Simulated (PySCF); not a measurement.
Orbital picture of SeF

PBE0 at R = 1.744 Å; basis Se cc-pVTZ-PP with ECP10, F cc-pVTZ; scalar-relativistic core potentials; PySCF 2.14. State: ²Π (doublet), unpaired electrons π ↑. Only the outer orbitals are listed, counted within each symmetry, core potentials removing the inner ones.

| spin | orbital | occ. | ε (eV) | on Se (%) | main shells (%) |
| --- | --- | --- | --- | --- | --- |
| α | 5σ | 1 | -33.54 | 8 | 91 F s |
| α | 6σ | 1 | -20.29 | 83 | 82 Se s, 12 F p |
| α | 7σ | 1 | -13.40 | 36 | 62 F p, 23 Se p, 12 Se s |
| α | 3π | 1 | -13.10 | 15 | 85 F p, 13 Se p |
| α | 3π | 1 | -12.71 | 12 | 88 F p, 10 Se p |
| α | 4π | 1 | -8.38 | 88 | 87 Se p, 12 F p |
| α | 4π | 1 | -7.24 | 91 | 90 Se p, 9 F p |
| α | 8σ | 0 | -2.10 | 87 | 77 Se p, 14 F p |
| α | 9σ | 0 | 4.04 | 102 | 101 Se s |
| α | 5π | 0 | 6.58 | 100 | 95 Se p |
| β | 5σ | 1 | -33.33 | 8 | 91 F s |
| β | 6σ | 1 | -19.28 | 78 | 78 Se s, 16 F p |
| β | 7σ | 1 | -13.10 | 40 | 59 F p, 22 Se p, 16 Se s |
| β | 3π | 1 | -12.63 | 11 | 89 F p, 9 Se p |
| β | 3π | 1 | -12.34 | 10 | 90 F p |
| β | 4π | 1 | -6.91 | 92 | 91 Se p, 8 F p |
| β | 4π | 0 | -4.35 | 93 | 92 Se p |
| β | 8σ | 0 | -1.70 | 88 | 78 Se p, 14 F p |
| β | 9σ | 0 | 4.41 | 102 | 102 Se s |

Q: Which are the highest filled and the lowest empty level, where do they sit, and how wide is the gap?

A: Highest filled β 4π at -6.91 eV (in %: 91 Se p, 8 F p); lowest empty β 4π at -4.35 eV (in %: 92 Se p); the gap at PBE0 is 2.56 eV. Both belong to one degenerate shell, split only by its one-sided filling, so this is no excitation gap.

```json
{"bond order (Mayer)": "1.04", "⟨S²⟩": "0.753", "charge on Se (Mulliken, basis-dependent)": "0.30", "charge on Se (Löwdin, basis-dependent)": "0.23", "dipole moment (positive dipole means Se(−)F(+))": "-1.51 D", "polarisability along the bond": "25.4 bohr³", "polarisability across the bond": "19.3 bohr³"}
```

Shares are Mulliken populations and can fall outside 0 to 100 %.

Spin–orbit coupling is left out. The state was picked by a PBE0 search and need not be the measured ground state.
